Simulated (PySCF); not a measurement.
Electron correlation in V³⁺ (vanadium, charge +3)

[Ar] 3d2, high-spin 3F determinant. Computed with PySCF 2.14 in x2c-TZVPPall with one added diffuse shell each of s, p, d, f type (7s6p5d3f1g, 80 functions), with the spin-free X2C one-electron Hamiltonian (Gaussian nucleus). Frozen: [Ar]; 2 electrons correlated.

With two correlated electrons CCSD is exact within the correlated space (frozen core and kept virtual orbitals).

| level | correlation energy (mhartree) |
| --- | --- |
| CCSD | -4.99 |

Diagnostics: T1 = 0.00096, D1 = 0.0014, largest double amplitude 0.013.

Cost of the coupled-cluster step: about 4 core-seconds, for 2 correlated electrons.
